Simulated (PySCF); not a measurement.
Indium: highly charged ions in a basis for the neutral atom

In(6+) [Kr] 4d7, In(7+) [Kr] 4d6. Computed with PySCF 2.14 in def2-SVP with the def2 core potential (28 electrons), with a scalar-relativistic core potential. No spin-orbit coupling, so a gap to NIST mixes the basis error with missing relativistic terms.

Changed run: basis of the neutral atom used for a highly charged ion. This setting is unsound on purpose.

```csv
species,method,sound run (hartree),changed run (hartree),converged
In(6+),UHF,not run,-179.23204,yes
In(6+),r2SCAN,not run,-179.90566,yes
In(6+),PBE0,not run,-179.84710,yes
In(7+),UHF,not run,-175.02468,yes
In(7+),r2SCAN,not run,-175.65052,yes
In(7+),PBE0,not run,-175.58585,yes
```

Ionisation energy of In(6+):

```json
{"method": "UHF", "changed run (eV)": "114.49", "NIST (eV)": "109 ± 2"}
{"method": "r2SCAN", "changed run (eV)": "115.79", "NIST (eV)": "109 ± 2"}
{"method": "PBE0", "changed run (eV)": "115.95", "NIST (eV)": "109 ± 2"}
```

The contracted functions were made for the neutral atom and can be too rigid for a highly charged ion.
